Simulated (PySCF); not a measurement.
Geometry:
```json
{"atom": "C1", "x (Å)": "3.309", "y (Å)": "1.162", "z (Å)": "0.441"}
{"atom": "C2", "x (Å)": "2.305", "y (Å)": "0.024", "z (Å)": "0.376"}
{"atom": "C3", "x (Å)": "0.868", "y (Å)": "0.511", "z (Å)": "0.313"}
{"atom": "C4", "x (Å)": "-0.129", "y (Å)": "-0.635", "z (Å)": "0.250"}
{"atom": "O5", "x (Å)": "0.245", "y (Å)": "-1.794", "z (Å)": "0.270"}
{"atom": "N6", "x (Å)": "-1.457", "y (Å)": "-0.302", "z (Å)": "0.176"}
{"atom": "C7", "x (Å)": "-2.429", "y (Å)": "-1.357", "z (Å)": "0.031"}
{"atom": "C8", "x (Å)": "-1.945", "y (Å)": "1.046", "z (Å)": "0.046"}
{"atom": "H9", "x (Å)": "3.146", "y (Å)": "1.795", "z (Å)": "1.329"}
{"atom": "H10", "x (Å)": "3.239", "y (Å)": "1.816", "z (Å)": "-0.444"}
{"atom": "H11", "x (Å)": "4.341", "y (Å)": "0.784", "z (Å)": "0.491"}
{"atom": "H12", "x (Å)": "2.501", "y (Å)": "-0.616", "z (Å)": "-0.499"}
{"atom": "H13", "x (Å)": "2.416", "y (Å)": "-0.641", "z (Å)": "1.246"}
{"atom": "H14", "x (Å)": "0.723", "y (Å)": "1.168", "z (Å)": "-0.563"}
{"atom": "H15", "x (Å)": "0.641", "y (Å)": "1.140", "z (Å)": "1.193"}
{"atom": "H16", "x (Å)": "-3.213", "y (Å)": "-1.276", "z (Å)": "0.803"}
{"atom": "H17", "x (Å)": "-1.910", "y (Å)": "-2.317", "z (Å)": "0.138"}
{"atom": "H18", "x (Å)": "-2.916", "y (Å)": "-1.322", "z (Å)": "-0.960"}
{"atom": "H19", "x (Å)": "-2.941", "y (Å)": "1.119", "z (Å)": "0.509"}
{"atom": "H20", "x (Å)": "-2.045", "y (Å)": "1.363", "z (Å)": "-1.010"}
{"atom": "H21", "x (Å)": "-1.294", "y (Å)": "1.764", "z (Å)": "0.559"}
```

Geometry: PBE0-D3(BJ)/def2-SVP; GIAO shifts from PySCF 2.14, gas phase, non-relativistic, averaged over equivalent atoms.

At PBE0/pcSseg-1 (201 basis functions, 25 s wall time on 1 thread of an x86-64 server CPU, shared host):
```json
{"atoms": "C4", "δ (ppm)": "172.7"}
{"atoms": "C3", "δ (ppm)": "38.0"}
{"atoms": "C8", "δ (ppm)": "35.6"}
{"atoms": "C7", "δ (ppm)": "33.2"}
{"atoms": "C2", "δ (ppm)": "20.7"}
{"atoms": "C1", "δ (ppm)": "15.5"}
{"atoms": "O5", "δ (ppm)": "421.6"}
{"atoms": "N6", "δ (ppm)": "115.9"}
{"atoms": "H16/H17/H18", "δ (ppm)": "2.94"}
{"atoms": "H19/H20/H21", "δ (ppm)": "2.79"}
{"atoms": "H14/H15", "δ (ppm)": "1.85"}
{"atoms": "H12/H13", "δ (ppm)": "1.56"}
{"atoms": "H9/H10/H11", "δ (ppm)": "0.96"}
```

Chemical shifts δ = σref − σ; ¹³C (σref 184.41) and ¹H (σref 31.27) against TMS; ¹⁷O (σref 334.56) vs H2O; ¹⁵N (σref 265.67) against NH3, all at this level.

**Question.** Predict the values at B97-2/pcSseg-1 on the same geometry.

**Answer.** 
```
      atoms  δ at B97-2/pcSseg-1  change
         C4                169.5    -3.2
         C3                 37.5    -0.5
         C8                 35.6    +0.0
         C7                 33.2    +0.0
         C2                 21.3    +0.6
         C1                 16.0    +0.5
         O5                410.2   -11.4
         N6                113.9    -2.0
H16/H17/H18                 2.94   +0.00
H19/H20/H21                 2.79   +0.00
    H14/H15                 1.86   +0.01
    H12/H13                 1.57   +0.01
 H9/H10/H11                 0.97   +0.01
```

Shifts are taken against calculated references (same method and geometry level): ¹³C (σ = 183.69 ppm) and ¹H (σ = 31.38 ppm) vs TMS; ¹⁷O (σ = 331.62 ppm) vs H2O; NH3 for ¹⁵N (σ = 262.91 ppm).

The largest change is at O5 (amide-type carbonyl oxygen). Cost: 201 basis functions, 22 s wall time on 1 thread of an x86-64 server CPU, shared host. The order of the carbon signals is the same at both levels.

The two substituents on the amide-type nitrogen aren't averaged: C–N rotation is slow on the NMR time scale. Unscaled 17O shifts of doubly bonded oxygen tend to come out too high, by tens of ppm or more. Experimental scales use liquid or dissolved standards, which lie at an offset from isolated NH3 (liquid NH3: subtract about 20 ppm) and H2O (liquid H2O: subtract about 36 ppm).
